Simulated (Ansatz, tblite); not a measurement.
Forces on AlGe24PH30, a doped nanocrystal cut from the lattice of germanium (Al and P 4.7 A apart) at its PBE-D4/def2-SVP geometry. Total charge 0; singlet.

The xTB rows come from tblite. Single mean-field runs in def2-SVP are fitted with def2-universal-jkfit.

GFN2-xTB (tblite), largest force 0.75 eV/Å:

```xyz
56
positions Å, forces eV/Å
Ge    0.055   -0.959    2.877    0.060   -0.077    0.301
Ge   -2.816   -3.065    0.936   -0.122   -0.356   -0.059
Ge   -3.764    0.119    3.137    0.104   -0.214    0.036
Ge   -1.193    2.345    1.219   -0.051    0.247    0.006
Ge   -4.093    0.332   -0.752   -0.181    0.047   -0.360
Ge    1.123   -4.045    0.581   -0.043   -0.304   -0.008
Ge    3.890   -1.942    2.616   -0.005    0.015   -0.004
Ge    2.502    1.406    0.937    0.251    0.122    0.108
Ge    3.650   -1.624   -1.401    0.219   -0.065   -0.217
Al   -0.270   -0.757   -1.307    0.061   -0.222   -0.446
Ge   -1.583    2.846   -2.684   -0.196    0.118   -0.198
Ge    2.263    1.855   -3.037    0.218   -0.039   -0.266
Ge    1.201    4.871   -0.566   -0.014   -0.034   -0.009
Ge   -2.247   -1.801    2.959   -0.100    0.017    0.071
Ge    1.612   -2.844    2.665    0.275   -0.091    0.152
Ge   -1.181   -4.892    0.737    0.022    0.026    0.040
Ge    0.257    0.406    0.848   -0.044   -0.087    0.016
Ge   -2.593   -1.600   -1.025    0.180   -0.065   -0.076
P    -3.409    1.463    1.225   -0.514    0.342    0.422
Ge   -1.096    4.009   -0.580    0.159    0.341   -0.072
Ge   -3.905    2.068   -2.485    0.040    0.060   -0.001
Ge    1.391   -2.596   -1.390   -0.269    0.154   -0.172
Ge    4.107   -0.434    0.696    0.169   -0.120    0.199
Ge    2.738    2.993   -0.917    0.017    0.308    0.007
Ge    3.845   -0.016   -3.252    0.014    0.018    0.047
Ge   -0.034    0.975   -3.070   -0.052   -0.305    0.039
H     0.331   -0.137    4.178   -0.063   -0.123   -0.190
H    -4.259   -3.634    1.125    0.195    0.075    0.034
H    -3.491    1.104    4.311   -0.256   -0.067   -0.237
H    -5.289   -0.189    3.080    0.233    0.273    0.086
H    -1.179    2.984    2.648   -0.085   -0.101   -0.108
H    -5.585    0.059   -0.361    0.092    0.088    0.087
H     2.068   -5.291    0.547   -0.162    0.179    0.056
H     4.184   -1.176    3.942    0.074   -0.312   -0.279
H     4.914   -3.112    2.506   -0.178    0.342    0.199
H     2.728    2.145    2.297   -0.043   -0.123   -0.229
H     4.769   -2.704   -1.575   -0.145    0.201    0.037
H    -1.569    3.934   -3.807   -0.052   -0.117    0.198
H     2.526    2.878   -4.191   -0.011   -0.131    0.195
H     1.476    5.578    0.796   -0.047    0.013   -0.402
H     1.327    5.940   -1.692   -0.006   -0.129    0.418
H    -2.540   -2.629    4.252    0.015    0.176   -0.172
H     1.429   -3.800    3.888    0.005    0.175   -0.184
H    -1.329   -5.826    1.978   -0.029    0.079   -0.423
H    -1.547   -5.732   -0.524    0.045    0.061    0.430
H    -3.300   -2.348   -2.207    0.000    0.138    0.279
H    -4.315    2.564    1.378    0.467   -0.521   -0.084
H    -2.148    5.127   -0.283    0.113   -0.157   -0.010
H    -4.879    3.226   -2.106    0.087   -0.288   -0.249
H    -4.430    1.420   -3.801   -0.036    0.269    0.340
H     1.331   -3.561   -2.621    0.117    0.115    0.285
H     5.553    0.159    0.662   -0.243   -0.076    0.008
H     4.196    3.554   -0.931   -0.245   -0.103    0.019
H     5.298    0.550   -3.299   -0.350   -0.212   -0.174
H     3.589   -0.745   -4.607    0.237    0.232    0.275
H    -0.312    0.548   -4.552    0.074    0.202    0.239
```

r2SCAN-D4/def2-SVP (Ansatz), largest force 0.25 eV/Å:

```
Ge 0.011 0.026 0.074
Ge -0.058 -0.052 0.019
Ge -0.077 0.061 0.062
Ge -0.030 0.045 0.091
Ge -0.103 0.019 0.027
Ge 0.037 -0.085 0.023
Ge 0.066 -0.021 0.065
Ge 0.034 0.034 0.071
Ge 0.082 -0.043 -0.016
Al 0.007 -0.026 -0.026
Ge -0.043 0.094 -0.061
Ge 0.046 0.046 -0.067
Ge 0.012 0.098 0.011
Ge -0.054 -0.022 0.089
Ge -0.002 -0.043 0.063
Ge -0.035 -0.098 -0.003
Ge 0.039 0.114 0.166
Ge -0.202 -0.076 -0.049
P -0.085 0.088 0.036
Ge -0.027 0.047 0.036
Ge -0.101 -0.003 -0.053
Ge 0.086 -0.151 -0.072
Ge 0.081 0.031 0.007
Ge 0.069 0.049 0.008
Ge 0.068 -0.010 -0.081
Ge 0.001 0.074 -0.170
H -0.045 -0.123 -0.198
H 0.220 0.085 -0.029
H -0.046 -0.164 -0.177
H 0.244 0.041 0.014
H 0.014 -0.091 -0.224
H 0.226 0.037 -0.079
H -0.145 0.185 -0.001
H -0.043 -0.117 -0.201
H -0.158 0.180 0.016
H -0.035 -0.110 -0.204
H -0.171 0.160 0.022
H -0.005 -0.167 0.166
H -0.040 -0.156 0.171
H -0.045 -0.108 -0.209
H -0.019 -0.168 0.173
H 0.049 0.118 -0.201
H 0.030 0.145 -0.184
H 0.020 0.139 -0.189
H 0.056 0.130 0.193
H 0.113 0.114 0.187
H 0.128 -0.155 -0.020
H 0.161 -0.170 -0.051
H 0.150 -0.172 -0.061
H 0.086 0.104 0.204
H 0.014 0.143 0.186
H -0.218 -0.093 0.006
H -0.222 -0.084 -0.003
H -0.220 -0.085 0.005
H 0.038 0.111 0.207
H 0.045 0.071 0.231
```

r2SCANh-D4/def2-SVP (Ansatz), largest force 0.30 eV/Å:

```
Ge 0.011 0.034 0.079
Ge -0.065 -0.054 0.024
Ge -0.088 0.084 0.058
Ge -0.049 0.045 0.109
Ge -0.115 0.030 0.051
Ge 0.045 -0.095 0.027
Ge 0.076 -0.026 0.075
Ge 0.032 0.035 0.080
Ge 0.092 -0.050 -0.015
Al 0.010 -0.026 -0.022
Ge -0.047 0.109 -0.065
Ge 0.050 0.055 -0.074
Ge 0.011 0.114 0.011
Ge -0.061 -0.026 0.103
Ge -0.008 -0.047 0.074
Ge -0.042 -0.113 -0.005
Ge 0.045 0.138 0.198
Ge -0.244 -0.089 -0.054
P -0.107 0.113 0.042
Ge -0.036 0.049 0.045
Ge -0.118 -0.006 -0.060
Ge 0.106 -0.177 -0.081
Ge 0.092 0.041 0.006
Ge 0.083 0.052 0.011
Ge 0.079 -0.011 -0.094
Ge 0.002 0.095 -0.201
H -0.055 -0.150 -0.243
H 0.270 0.107 -0.038
H -0.051 -0.198 -0.216
H 0.295 0.047 0.013
H 0.016 -0.114 -0.275
H 0.281 0.044 -0.096
H -0.176 0.228 -0.001
H -0.055 -0.138 -0.243
H -0.192 0.216 0.016
H -0.044 -0.135 -0.250
H -0.210 0.196 0.028
H -0.004 -0.206 0.204
H -0.051 -0.191 0.210
H -0.054 -0.134 -0.250
H -0.022 -0.205 0.206
H 0.061 0.145 -0.246
H 0.036 0.177 -0.226
H 0.026 0.172 -0.226
H 0.069 0.159 0.230
H 0.139 0.138 0.224
H 0.176 -0.209 -0.028
H 0.197 -0.210 -0.062
H 0.184 -0.208 -0.069
H 0.106 0.123 0.244
H 0.014 0.175 0.224
H -0.267 -0.113 0.007
H -0.271 -0.104 -0.003
H -0.266 -0.101 0.011
H 0.042 0.132 0.250
H 0.053 0.083 0.279
```
